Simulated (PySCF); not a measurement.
Isomers of C5H11NO2Si.

All values: PBE0/pcSseg-1 (PySCF) at GFN2-xTB geometries, gas phase, one conformer each.

(1) Rank by HOMO–LUMO gap, lowest first.
A. `[OH:1][Si@@:2]1([C@@H:3]2[CH2:4][CH2:5][NH:6]2)[CH2:7][CH2:8][O:9]1` with H–O1–Si2–C3 0°, O1–Si2–C3–C4 90°, Si2–C3–C4–C5 -122°, C3–C4–C5–N6 11°, C4–C5–N6–C3 -12°, O1–Si2–C7–C8 110°
B. `[CH3:1][C@H:2]([CH2:3][OH:4])[O:5][SiH2:6][CH2:7][C:8]#[N:9]` with C1–C2–C3–O4 -179°, C2–C3–O4–H 156°, C1–C2–O5–Si6 162°, C2–O5–Si6–C7 -91°, O5–Si6–C7–C8 72°
C. `[H]/[N:5]=[CH:4]\[C:3](=[CH:2]\[CH3:1])[O:6][SiH2:7][O:8][CH3:9]` with C2–C3–C4–N5 176°, C2–C3–O6–Si7 -105°, C3–O6–Si7–O8 -90°, O6–Si7–O8–C9 -172°
D. `[CH2:1]=[C:2]([SiH2:3][NH2:4])[C:5](=[O:6])[CH2:7][O:8][CH3:9]` with C1–C2–Si3–N4 72°, C2–Si3–N4–H -99° and 40°, C1–C2–C5–O6 37°, C2–C5–C7–O8 19°, C5–C7–O8–C9 -170°
E. `[CH2:1]=[CH:2][CH2:3][NH:4][SiH2:5][O:6][C:7]([CH3:8])=[O:9]` with C1–C2–C3–N4 124°, C2–C3–N4–Si5 84°, C3–N4–Si5–O6 -177°, N4–Si5–O6–C7 -171°, Si5–O6–C7–C8 179°
F. `[CH2:1]=[C:2]([O:3][CH3:4])[SiH2:5]/[N:6]=[CH:7]\[CH2:8][OH:9]` with C1–C2–O3–C4 2°, C1–C2–Si5–N6 -9°, C2–Si5–N6–C7 79°, N6–C7–C8–O9 -9°, C7–C8–O9–H -64°

(2) Rank by LUMO energy, lowest first.
A. `[CH2:1]=[C:2]([O:3][CH3:4])[SiH2:5]/[N:6]=[CH:7]\[CH2:8][OH:9]` with C1–C2–O3–C4 2°, C1–C2–Si5–N6 -9°, C2–Si5–N6–C7 79°, N6–C7–C8–O9 -9°, C7–C8–O9–H -64°
B. `[CH3:1][O:2]/[C:3](=[CH:4]\[SiH3:5])[CH2:6][C:7]([NH2:8])=[O:9]` with C1–O2–C3–C4 175°, O2–C3–C6–C7 -74°, C3–C6–C7–N8 -53°, C6–C7–N8–H 8° and 177°
C. `[OH:1][Si@@:2]1([C@@H:3]2[CH2:4][CH2:5][NH:6]2)[CH2:7][CH2:8][O:9]1` with H–O1–Si2–C3 0°, O1–Si2–C3–C4 90°, Si2–C3–C4–C5 -122°, C3–C4–C5–N6 11°, C4–C5–N6–C3 -12°, O1–Si2–C7–C8 110°
D. `[CH2:1]=[C:2](/[CH:3]=[N:4]\[CH3:5])[O:6][SiH2:7][O:8][CH3:9]` with C1–C2–C3–N4 41°, C1–C2–O6–Si7 -163°, C2–O6–Si7–O8 -62°, O6–Si7–O8–C9 -176°
E. `[CH2:1]=[CH:2][CH2:3][NH:4][SiH2:5][O:6][C:7]([CH3:8])=[O:9]` with C1–C2–C3–N4 124°, C2–C3–N4–Si5 84°, C3–N4–Si5–O6 -177°, N4–Si5–O6–C7 -171°, Si5–O6–C7–C8 179°
F. `[CH2:1]1[CH2:2][C@@H:3]([SiH:4]2[O:5][CH2:6][CH2:7][O:8]2)[NH:9]1` with C2–C3–Si4–O5 100°, N9–C1–C2–C3 -17°, C1–C2–C3–Si4 -101°, C3–Si4–O5–C6 138°, Si4–O5–C6–C7 -23°

(3) Rank by the highest IAO charge on any atom, lowest value first.
A. `[CH3:1][C@H:2]([CH2:3][OH:4])[O:5][SiH2:6][CH2:7][C:8]#[N:9]` with C1–C2–C3–O4 -179°, C2–C3–O4–H 156°, C1–C2–O5–Si6 162°, C2–O5–Si6–C7 -91°, O5–Si6–C7–C8 72°
B. `[CH2:1]=[C:2](/[CH:3]=[N:4]\[CH3:5])[O:6][SiH2:7][O:8][CH3:9]` with C1–C2–C3–N4 41°, C1–C2–O6–Si7 -163°, C2–O6–Si7–O8 -62°, O6–Si7–O8–C9 -176°
C. `[CH2:1]=[C:2]([SiH2:3][NH2:4])[C:5](=[O:6])[CH2:7][O:8][CH3:9]` with C1–C2–Si3–N4 72°, C2–Si3–N4–H -99° and 40°, C1–C2–C5–O6 37°, C2–C5–C7–O8 19°, C5–C7–O8–C9 -170°
D. `[CH2:1]1[CH2:2][C@@H:3]([SiH:4]2[O:5][CH2:6][CH2:7][O:8]2)[NH:9]1` with C2–C3–Si4–O5 100°, N9–C1–C2–C3 -17°, C1–C2–C3–Si4 -101°, C3–Si4–O5–C6 138°, Si4–O5–C6–C7 -23°
E. `[CH2:1]=[CH:2][CH2:3][NH:4][SiH2:5][O:6][C:7]([CH3:8])=[O:9]` with C1–C2–C3–N4 124°, C2–C3–N4–Si5 84°, C3–N4–Si5–O6 -177°, N4–Si5–O6–C7 -171°, Si5–O6–C7–C8 179°
F. `[CH2:1]=[C:2]([O:3][CH3:4])[SiH2:5]/[N:6]=[CH:7]\[CH2:8][OH:9]` with C1–C2–O3–C4 2°, C1–C2–Si5–N6 -9°, C2–Si5–N6–C7 79°, N6–C7–C8–O9 -9°, C7–C8–O9–H -64°

## Answers

(1) D (5.44 eV), F (5.93 eV), C (6.07 eV), E (7.13 eV), A (7.55 eV), B (8.70 eV).

(2) D (-0.98 eV), A (-0.80 eV), B (-0.35 eV), E (0.14 eV), F (0.61 eV), C (0.86 eV).

(3) F (+0.878 e), C (+0.893 e), A (+1.020 e), E (+1.104 e), B (+1.216 e), D (+1.291 e).

All values together:

```tsv
SMILES	μ (D)	HOMO (eV)	LUMO (eV)	lowest IAO charge (e)	highest IAO charge (e)	lowest Hirshfeld charge (e)	highest Hirshfeld charge (e)
CO/C(=C\[SiH3])CC(N)=O	0.94	-6.76	-0.35	-0.540 (C)	+0.608 (Si)	-0.295 (O)	+0.282 (Si)
[H]/N=C/C(=C)O[Si@@H](C)OC	3.01	-6.94	-1.42	-0.743 (C)	+1.308 (Si)	-0.237 (O)	+0.437 (Si)
C=C([SiH2]N)C(=O)COC	3.14	-7.00	-1.55	-0.841 (N)	+0.893 (Si)	-0.325 (N)	+0.338 (Si)
O[Si@@]1([C@@H]2CCN2)CCO1	3.65	-6.69	0.86	-0.787 (O)	+1.423 (Si)	-0.313 (O)	+0.479 (Si)
C=CCN[SiH2]OC(C)=O	2.74	-7.00	0.14	-0.684 (N)	+1.104 (Si)	-0.256 (O)	+0.416 (Si)
C=C(/C=N\C)O[SiH2]OC	1.50	-6.87	-0.98	-0.650 (O)	+1.216 (Si)	-0.222 (O)	+0.450 (Si)
[H]/N=C\C(=C\C)O[SiH2]OC	3.26	-6.92	-0.85	-0.644 (O)	+1.218 (Si)	-0.240 (N)	+0.453 (Si)
C1C[C@@H]([SiH]2OCCO2)N1	1.49	-6.20	0.61	-0.649 (O)	+1.291 (Si)	-0.245 (O)	+0.464 (Si)
C[C@H](CO)O[SiH2]CC#N	1.70	-8.06	0.64	-0.635 (O)	+1.020 (Si)	-0.234 (N)	+0.396 (Si)
C=C(OC)[SiH2]/N=C\CO	2.68	-6.74	-0.80	-0.546 (N)	+0.878 (Si)	-0.244 (N)	+0.344 (Si)
```

Conformers: `[CH3:1][O:2]/[C:3](=[CH:4]\[SiH3:5])[CH2:6][C:7]([NH2:8])=[O:9]` with C1–O2–C3–C4 175°, O2–C3–C6–C7 -74°, C3–C6–C7–N8 -53°, C6–C7–N8–H 8° and 177°; `[H]/[N:4]=[CH:3]/[C:2](=[CH2:1])[O:5][Si@@H:6]([CH3:7])[O:8][CH3:9]` with C1–C2–C3–N4 -179°, C1–C2–O5–Si6 -175°, C2–O5–Si6–C7 66°, O5–Si6–O8–C9 53°; `[CH2:1]=[C:2]([SiH2:3][NH2:4])[C:5](=[O:6])[CH2:7][O:8][CH3:9]` with C1–C2–Si3–N4 72°, C2–Si3–N4–H -99° and 40°, C1–C2–C5–O6 37°, C2–C5–C7–O8 19°, C5–C7–O8–C9 -170°; `[OH:1][Si@@:2]1([C@@H:3]2[CH2:4][CH2:5][NH:6]2)[CH2:7][CH2:8][O:9]1` with H–O1–Si2–C3 0°, O1–Si2–C3–C4 90°, Si2–C3–C4–C5 -122°, C3–C4–C5–N6 11°, C4–C5–N6–C3 -12°, O1–Si2–C7–C8 110°; `[CH2:1]=[CH:2][CH2:3][NH:4][SiH2:5][O:6][C:7]([CH3:8])=[O:9]` with C1–C2–C3–N4 124°, C2–C3–N4–Si5 84°, C3–N4–Si5–O6 -177°, N4–Si5–O6–C7 -171°, Si5–O6–C7–C8 179°; `[CH2:1]=[C:2](/[CH:3]=[N:4]\[CH3:5])[O:6][SiH2:7][O:8][CH3:9]` with C1–C2–C3–N4 41°, C1–C2–O6–Si7 -163°, C2–O6–Si7–O8 -62°, O6–Si7–O8–C9 -176°; `[H]/[N:5]=[CH:4]\[C:3](=[CH:2]\[CH3:1])[O:6][SiH2:7][O:8][CH3:9]` with C2–C3–C4–N5 176°, C2–C3–O6–Si7 -105°, C3–O6–Si7–O8 -90°, O6–Si7–O8–C9 -172°; `[CH2:1]1[CH2:2][C@@H:3]([SiH:4]2[O:5][CH2:6][CH2:7][O:8]2)[NH:9]1` with C2–C3–Si4–O5 100°, N9–C1–C2–C3 -17°, C1–C2–C3–Si4 -101°, C3–Si4–O5–C6 138°, Si4–O5–C6–C7 -23°; `[CH3:1][C@H:2]([CH2:3][OH:4])[O:5][SiH2:6][CH2:7][C:8]#[N:9]` with C1–C2–C3–O4 -179°, C2–C3–O4–H 156°, C1–C2–O5–Si6 162°, C2–O5–Si6–C7 -91°, O5–Si6–C7–C8 72°; `[CH2:1]=[C:2]([O:3][CH3:4])[SiH2:5]/[N:6]=[CH:7]\[CH2:8][OH:9]` with C1–C2–O3–C4 2°, C1–C2–Si5–N6 -9°, C2–Si5–N6–C7 79°, N6–C7–C8–O9 -9°, C7–C8–O9–H -64°.
